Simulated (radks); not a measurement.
Results of a calculation; reference values are marked as such.
Species: the technetium ion Tc4+. Configuration: [Kr] 4d3.

Code: a radial shooting solver on a logarithmic mesh with Libxc functionals. Model: scalar-relativistic Kohn-Sham, LDA (Slater exchange, Perdew-Wang correlation), spin-polarised, spherical densities, finite nucleus; open shells are filled with parallel spins first (spin-orbit coupling, left out, can overturn this in heavy ions); Fermi nuclear charge, rms radius 4.4112 fm.

Energy parts (Ry):
part                        energy
total                  -8555.55606
kinetic                 8831.88453
electron-nucleus      -20493.22948
Hartree                 3350.71702
exchange-correlation    -244.92813

Orbitals (lengths in bohr, moments of r in powers of bohr):
orbital  occ.  eigenvalue (Ry)     <r^2>
1s up       1        -1535.183  0.001590
1s down     1        -1535.183  0.001590
2s up       1        -222.1125   0.02644
2s down     1        -222.0769   0.02643
2p up       3        -199.3027   0.02079
2p down     3        -199.2749   0.02078
3s up       1        -41.52434    0.1983
3s down     1        -41.49886    0.1982
3p up       3        -34.03879    0.2022
3p down     3        -34.01099    0.2020
3d up       5        -21.88967    0.1912
3d down     5        -21.85237    0.1909
4s up       1         -8.83277     1.232
4s down     1         -8.66483     1.225
4p up       3         -6.73641     1.486
4p down     3         -6.55998     1.480
4d up       3         -3.70017     2.397
4d down     0         -3.51995     2.432

The highest occupied level is 4d up at -50.343 eV. Spin moment in Bohr magnetons: 3. The density falls to 0.001 e/bohr^3 at r = 3.02 bohr. Summed over all electrons, <r^2> = 22.25 bohr^2, which gives a Langevin (diamagnetic) susceptibility term of -17.6 x 10^-6 cm^3/mol. The electron density at the nucleus is 1.018e+05 e/bohr^3 (large components only).
